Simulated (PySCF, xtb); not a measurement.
C3H8Si, SMILES C1[SiH2]CC1.

The structure is a stationary point at B3LYP-D3(BJ)/def2-SVP.

Calculation: IEF-PCM-B3LYP/def2-SVP run with PySCF 2.14.0.

The values are the electrostatic part of the solvation free energy, E(continuum) − E(gas) at the gas-phase geometry, in a cavity of scaled van der Waals radii (PySCF's table); cavitation and dispersion terms are not included. In vacuum the orbital gap is 8.32 eV. The dipole moment in vacuum is 0.42 D.

```
solvent             ε  ΔG(elec) (kcal/mol)  dipole (D)  gap (eV)
--------------  -----  -------------------  ----------  --------
water           78.36                 -0.5        0.58      8.29
ethylethanoate   5.99                 -0.4        0.54      8.30
1-octanol        9.86                 -0.5        0.56      8.29
```

For comparison, GFN2-xTB/ALPB(water) (xtb, at the GFN2-xTB geometry, all terms of that model) gives 0.4 kcal/mol.
